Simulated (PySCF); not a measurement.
# EPR parameters of [C7H8N2]+

Species: C7H8N2 (charge +1 and doublet state).
Cartesian coordinates in Å at the GFN2-xTB level; atoms count from 1:
```
atom  x, y, z in Å
C1    -2.362    0.432   -0.289
C2    -1.313   -0.520    0.229
C3     0.094    0.084    0.312
C4     0.053    1.183    1.272
N5    -0.007    2.045    2.009
C6     1.145   -0.850    0.817
C7     2.448   -0.773    0.488
C8     2.979    0.233   -0.338
N9     3.376    1.013   -1.077
H10   -3.309   -0.089   -0.427
H11   -2.562    1.237    0.427
H12   -2.063    0.905   -1.223
H13   -1.247   -1.375   -0.461
H14   -1.617   -0.938    1.195
H15    0.389    0.539   -0.646
H16    0.821   -1.606    1.522
H17    3.169   -1.507    0.831
```

The hyperfine couplings belong to this conformer and change with its torsions.

As a line formula: `CC[C@@H](C#N)[CH+][CH]C#N` [radical] (charge +1).

Computed with UKS B3LYP, pcH-1 on C H N, non-relativistic, mean-field spin-orbit, GIAO (PySCF). Geometry: GFN2-xTB, one conformer, isolated ion. A GFN2-xTB geometry isn't a minimum of the functional, and hyperfine couplings can be far from their values at a DFT geometry, by a factor of two or more for some ions and for spin on atoms past the first row. The SCF solution wasn't tested for stability.

```json
{
 "g1, g2, g3": "2.00344, 2.00455, 2.00555",
 "g_iso": "2.00451",
 "Form of g": "rhombic: the two nearest values differ by 47 % of g3 − g1",
 "⟨S²⟩": "0.7598 (exact 0.7500)",
 "Basis functions": "305"
}
```

Isotropic coupling and dipolar principal values T1 to T3, in MHz:

```tsv
atom	isotope	a_iso	T1	T2	T3	Mulliken spin population
C1	13C	-1.2	-1.4	-1.3	2.6	0.01
C2	13C	-1.2	-1.7	-1.5	3.2	0.01
C3	13C	0.6	-3.0	-1.5	4.5	-0.01
C4	13C	21.1	-9.3	-8.6	17.9	0.04
N5	14N	3.7	-6.0	-5.5	11.5	0.11
C6	13C	12.5	-28.0	-24.8	52.8	0.30
C7	13C	16.4	-29.0	-26.5	55.5	0.32
C8	13C	-25.6	-6.8	-3.3	10.1	-0.08
N9	14N	5.8	-15.1	-12.4	27.6	0.31
H10	1H	20.0	-1.2	-0.9	2.1	0.01
H11	1H	10.5	-1.4	-0.2	1.7	0.00
H12	1H	-0.8	-0.9	-0.1	0.9	0.00
H13	1H	14.1	-2.1	-0.2	2.3	0.01
H14	1H	0.5	-1.4	-1.4	2.8	0.00
H15	1H	0.3	-2.7	-0.9	3.6	0.00
H16	1H	-17.7	-12.7	-3.7	16.3	-0.01
H17	1H	-21.5	-13.0	-3.9	16.9	-0.01
```

The Mulliken spin populations are largest on C7 (+0.32), N9 (+0.31), C6 (+0.30) and N5 (+0.11). Three atoms exceed +0.15. The positive populations add up to 1.12 and the negative ones to -0.12, together 2S = 1.

The SMILES `CC[C@@H](C#N)[CH+][CH]C#N` draws the unpaired electron on C7, whose computed spin population is only +0.32.

Under fast tumbling the dipolar parts average out, and these isotropic splittings remain: 1 × 1H (H17, I = 1/2, 2 lines) with 0.77 mT, 1 × 1H (H16, I = 1/2, 2 lines) with 0.63 mT, 1 × 1H (H13, I = 1/2, 2 lines) with 0.50 mT, 3 × 1H (H10/H11/H12, I = 1/2, 4 lines) with 0.35 mT, 1 × 14N (N9, I = 1, 3 lines) with 0.21 mT and 1 × 14N (N5, I = 1, 3 lines) with 0.13 mT.

Means are taken over nuclei equivalent by connectivity, which assumes that they swap fast. The three 1H nuclei of mean +9.9 MHz run from -0.8 to 20.0 MHz in the frozen geometry.

The 13C coupling of C8 (-25.6 MHz) shows only in satellite lines or after enrichment, since that isotope makes up about 1.07 % of natural carbon.
